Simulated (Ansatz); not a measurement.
The cluster Al3S3⁺, relaxed as a singlet with RKS r2SCAN-D4/def2-SVP in Ansatz, starting from the GFN2-xTB geometry. Force threshold 0.02 eV/Å.

Another isomer (singlet) lies 0.64 eV lower at PBE0-D4/def2-TZVP; other spin states weren't run for this one.

Start:

Cartesian coordinates in Å:
```
Al -0.752 0.921 0.998
Al -0.841 -0.804 -1.015
Al 1.440 0.415 -0.411
S 1.190 -1.367 -1.741
S -2.386 -0.548 0.570
S 1.349 1.382 1.600
```

**Question.** Estimate the energy that the relaxation releases and the steps that it takes.

**Answer.** 39.0 kJ/mol, in 7 steps; 14 s on 4 threads of Arm Neoverse V1 on a shared host. No frequencies were taken in this run, so the end may be a saddle point.

**Question.** Does the start keep its bonding and symmetry?

**Answer.** By distances, no bond broke or formed. The bond that changes most is Al1–S5, from 2.24 to 2.22 Å (atoms count from 1). Point group C3v at the start, C3v at the end, both within 0.05 Å.

**Question.** Predict the relaxed structure.

**Answer.** 
```xyz
6

Al   -0.6824    0.8015    0.9635
Al   -0.7719   -0.7648   -0.9238
Al    1.3432    0.3363   -0.3443
S     1.1902   -1.3358   -1.8011
S    -2.4297   -0.5045    0.5355
S     1.3505    1.4673    1.5702
```
Bond lengths (bridged metal pairs left out): 6 × Al–S 2.22 Å.
